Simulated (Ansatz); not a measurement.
Geometry optimisation, Ansatz 0.2.0, UKS B3LYP-D4/def2-SVP.

input.yaml

```yaml
crystal:
  periodic: [false, false, false]
  atoms:
    - { symbol: Al, position_ang: [0.007856, -0.54637, -0.402628] }
    - { symbol: F, position_ang: [-0.007804, -0.432337, 2.480106] }
    - { symbol: "N", position_ang: [1.551483, -0.0209, -1.122479] }
    - { symbol: H, position_ang: [2.463008, -0.365127, -0.836123] }
    - { symbol: H, position_ang: [1.663103, 0.725046, -1.804548] }
    - { symbol: "N", position_ang: [-1.542912, 0.07434, -1.024626] }
    - { symbol: H, position_ang: [-2.450365, -0.159576, -0.633548] }
    - { symbol: H, position_ang: [-1.662183, 0.649665, -1.856632] }
    - { symbol: F, position_ang: [-0.022185, 0.07526, 3.700478] }
magnetization:
  spin_polarized: true
  initial_magnetization: 1
basis:
  gaussian: { orbitals: def2-SVP }
hamiltonian:
  xc: b3lyp
  dispersion: d4
relax:
  f_tol: 0.03
  max_steps: 50
```

Launched with:

```bash
$ ansatz run input.yaml --threads 4 --pin off --max-ram 5120MiB --backend cpu --events-out ev --progress --plain --runs-dir out
```

Task: Where does it end, and by what steps?

Result: The run converged. After 28 steps the energy has fallen by 9.044 eV; F2 moved furthest, 2.06 Å. Joined: Al1–F2 (2.89 → 1.67 Å), Al1–F9 (4.15 → 1.67 Å).

| step | energy less start (eV) | largest force component (eV/Å) | accepted |
| --- | --- | --- | --- |
| 0 | 0.0000 | 5.237 | yes |
| 1 | -0.5184 | 5.601 | yes |
| 2 | -1.9903 | 7.074 | yes |
| 3 | -3.7096 | 5.068 | yes |
| 4 | -4.8186 | 2.314 | yes |
| 5 | -5.1460 | 1.789 | yes |
| 6 | -5.2516 | 0.491 | yes |
| 7 | -5.2960 | 0.310 | yes |
| 8 | -5.3324 | 0.159 | yes |
| 9 | -5.3736 | 0.188 | yes |
| 10 | -5.4232 | 0.250 | yes |
| 11 | -5.4867 | 0.335 | yes |
| 12 | -5.5767 | 0.492 | yes |
| 13 | -5.7494 | 0.875 | yes |
| 14 | -6.2836 | 2.884 | yes |
| 15 | -7.3101 | 4.032 | yes |
| 16 | -7.7552 | 3.487 | yes |
| 17 | -8.1287 | 1.090 | yes |
| 18 | -8.2457 | 0.347 | yes |
| 19 | -8.3744 | 0.583 | yes |
| 20 | -8.4978 | 1.087 | yes |
| 21 | -8.6328 | 0.924 | yes |
| 22 | -8.7728 | 0.665 | yes |
| 23 | -8.8831 | 0.872 | yes |
| 24 | -8.9643 | 0.679 | yes |
| 25 | -9.0168 | 0.640 | yes |
| 26 | -9.0425 | 0.088 | yes |
| 27 | -9.0428 | 0.056 | yes |
| 28 | -9.0437 | 0.005 | yes |

```xyz
9
Properties=species:S:1:pos:R:3
Al 0.010 -0.301 0.735
F 0.129 -1.933 1.072
N 1.291 0.225 -0.525
H 1.593 -0.374 -1.294
H 1.471 1.200 -0.766
N -1.298 0.028 -0.564
H -1.617 0.966 -0.810
H -1.485 -0.606 -1.340
F -0.094 0.795 1.992
```

Whether the end is a true minimum wasn't checked by a vibrational analysis.

Time of the run: 63 s on 4 threads of Arm Neoverse V1, with other jobs on the host, peak memory 0.27 GiB.
